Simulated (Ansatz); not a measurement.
# Molecular dynamics of Nb16N

input.yaml

```yaml
crystal:
  lattice:
    - [6.6, 0.0, 0.0]
    - [0.0, 6.6, 0.0]
    - [0.0, 0.0, 6.6]
  atoms:
    - { symbol: Nb, position: [-0.02790196, -0.02129384, -0.04299813] }
    - { symbol: Nb, position: [0.43301912, -0.00126488, -0.04509406] }
    - { symbol: Nb, position: [-0.01834597, 0.49358242, -0.02747949] }
    - { symbol: Nb, position: [-0.01391654, 0.01382725, 0.53044302] }
    - { symbol: Nb, position: [0.25522467, 0.21940658, 0.29512108] }
    - { symbol: Nb, position: [0.52068223, 0.52346885, -0.02719869] }
    - { symbol: Nb, position: [0.45505241, 0.00128937, 0.55959966] }
    - { symbol: Nb, position: [0.72987161, 0.30373696, 0.27428655] }
    - { symbol: Nb, position: [0.02527216, 0.49313476, 0.50703449] }
    - { symbol: Nb, position: [0.31760701, 0.73939418, 0.23094102] }
    - { symbol: Nb, position: [0.20838401, 0.2656535, 0.7582921] }
    - { symbol: Nb, position: [0.49385102, 0.48855233, 0.51961725] }
    - { symbol: Nb, position: [0.7570244, 0.73512869, 0.21658275] }
    - { symbol: Nb, position: [0.72841939, 0.27553531, 0.74886629] }
    - { symbol: Nb, position: [0.24319578, 0.74424107, 0.75405249] }
    - { symbol: Nb, position: [0.76747898, 0.72960265, 0.74786578] }
    - { symbol: "N", position: [0.54585208, 0.01049167, 0.25398791] }
basis:
  ecutwfc: 420.0
kpoints:
  mp_grid: { grid: [2, 2, 2] }
hamiltonian:
  xc: pbesol
scf:
  occupations: { method: fermi_dirac, width: 0.05 }
  lower_state_search: "off"
md:
  timestep: 1.5
  n_steps: 300
  ensemble: nvt_langevin
  temperature: 1260.0
  initial_velocities: maxwell_boltzmann
  seed: 319627
  friction: 0.01
```

Launched with:

```bash
$ ansatz run input.yaml --threads 2 --pin off --max-ram 5120MiB --backend cpu --events-out ev --progress --plain --runs-dir out
```

It goes on from the last frame of an earlier run, with new velocities.

Output, in part (step lines):

```
md step     0: t =     0.00 fs  T =  1185.9 K  F+E_penalty+E_count = -72302.07177226 eV  E_kin = 2.605882 eV  (8 SCF iters)
md step     1: t =     1.50 fs  T =  1128.0 K  F+E_penalty+E_count = -72302.04144147 eV  E_kin = 2.478780 eV  (6 SCF iters)
md step     2: t =     3.00 fs  T =  1108.9 K  F+E_penalty+E_count = -72302.02135993 eV  E_kin = 2.436611 eV  (6 SCF iters)
md step     3: t =     4.50 fs  T =  1116.9 K  F+E_penalty+E_count = -72302.00874241 eV  E_kin = 2.454228 eV  (6 SCF iters)
md step     4: t =     6.00 fs  T =  1108.4 K  F+E_penalty+E_count = -72302.00858404 eV  E_kin = 2.435518 eV  (6 SCF iters)
md step     5: t =     7.50 fs  T =  1118.6 K  F+E_penalty+E_count = -72302.02831609 eV  E_kin = 2.458004 eV  (5 SCF iters)
md step     6: t =     9.00 fs  T =  1187.5 K  F+E_penalty+E_count = -72302.05803469 eV  E_kin = 2.609516 eV  (5 SCF iters)
md step     7: t =    10.50 fs  T =  1289.1 K  F+E_penalty+E_count = -72302.09738004 eV  E_kin = 2.832748 eV  (5 SCF iters)
[... lines left out ...]
md step   299: t =   448.50 fs  T =  1080.9 K  F+E_penalty+E_count = -72305.92456128 eV  E_kin = 2.375275 eV  (5 SCF iters)
md step   300: t =   450.00 fs  T =  1096.3 K  F+E_penalty+E_count = -72305.90463506 eV  E_kin = 2.409123 eV  (6 SCF iters)
```

The steps, from the saved trajectory:

```csv
time (fs),T (K),potential energy less start (eV)
0.0,1186,0.000
15.0,1484,-0.249
30.0,2203,-1.677
45.0,1703,-2.446
60.0,2070,-3.193
75.0,2333,-3.965
90.0,1947,-3.825
105.0,1594,-3.571
120.0,1169,-2.662
135.0,1108,-2.629
150.0,1528,-2.977
165.0,1714,-3.871
180.0,1967,-4.537
195.0,1339,-3.583
210.0,1079,-2.989
225.0,1201,-2.998
240.0,1361,-3.543
255.0,1315,-3.556
270.0,1474,-3.523
285.0,1150,-3.166
300.0,1499,-4.172
315.0,1365,-4.380
330.0,1621,-4.722
345.0,971,-3.803
360.0,1228,-3.696
375.0,1302,-4.169
390.0,1458,-4.511
405.0,1339,-4.499
420.0,1259,-4.136
435.0,990,-3.996
450.0,1096,-3.833
```

All steps were run. A run of 0.45 ps of so small a system gives no equilibrium averages. Limits of this set-up: coarse k mesh, odd electron count without spin.

Mean squared displacements from the first frame to the last, about the centre of mass: Nb 0.11 Å², N 0.08 Å².

Last frame:

```xyz
17
Lattice="6.6000 0.0000 0.0000 0.0000 6.6000 0.0000 0.0000 0.0000 6.6000" Properties=species:S:1:pos:R:3
Nb 0.300 0.197 -0.021
Nb 3.587 0.218 0.018
Nb 0.517 3.588 0.041
Nb 0.572 0.205 3.323
Nb 2.092 1.999 1.746
Nb 3.726 3.517 0.332
Nb 3.688 0.072 3.677
Nb 5.461 1.638 1.839
Nb 0.586 3.565 3.323
Nb 2.296 5.181 1.847
Nb 2.003 1.854 4.783
Nb 3.712 3.498 3.580
Nb 5.472 4.957 1.895
Nb 5.350 1.874 5.181
Nb 1.919 5.173 5.037
Nb 5.509 4.922 5.073
N 4.003 -0.027 1.813
```

Time of the run: 27 min on 2 threads of Intel(R) Xeon(R) Platinum 8488C (Sapphire Rapids), on a shared host, peak memory 1 GiB.
